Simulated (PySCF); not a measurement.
How methods differ on the excitation energy of Xe(2+)

Xe(2+) [Kr] 4d10 5s2 5p4 (3P) → Xe(2+) [Kr] 4d10 5s1 5p5, s spin flipped, as a difference of total energies. All numbers are calculated (PySCF 2.14, scalar relativity through the core potential, in def2-TZVPPD with the def2 core potential (28 electrons) (7s6p4d2f, 59 functions)). Correlated levels: valence and next inner shell: nothing frozen outside the core potential. The calculations carry no spin-orbit coupling.

```
                                method  excitation energy (eV)
                                   UHF                  16.836
    MP2 (valence and next inner shell)                  14.357
SCS-MP2 (valence and next inner shell)                  14.194
```

Q: How much does correlation contribute at MP2 (valence and next inner shell)?

A: 14.357 − (16.836) = -2.479 eV, measured against UHF.

The upper determinant mixes two multiplicities, so it lies between the two terms.

The coupled-cluster amplitudes are large for the upper state (T1 above 0.03 or a double amplitude above 0.15), so a single reference is strained.
